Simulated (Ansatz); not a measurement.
CH4AlClO (`O[CH2][AlH][Cl]`) at its PBE0-D4/def2-TZVP geometry, where that method's forces vanish. Charge 0, multiplicity 1.

```xyz
8

O    -0.9632    0.6622    1.2231
C    -0.6180   -0.4537    0.4157
Al    0.8884   -0.1743   -0.8097
Cl    1.5137    1.8377   -0.8943
H    -0.5629    1.4559    0.8587
H    -1.4949   -0.7906   -0.1619
H    -0.3830   -1.2967    1.0804
H     1.6199   -1.2405   -1.7121
```

Q: What forces (eV/Å) does ωB97M-V/def2-TZVPP give on these atoms in Ansatz 0.2.0? (An estimate is asked.)

A: The calculation gave: 
```
O1  -0.015  0.267  0.093
C2   0.063 -0.326 -0.194
Al3  0.030 -0.147 -0.062
Cl4  0.008  0.032  0.002
H5  -0.037 -0.041  0.045
H6   0.074  0.025  0.063
H7  -0.030  0.071 -0.056
H8  -0.092  0.118  0.110
```
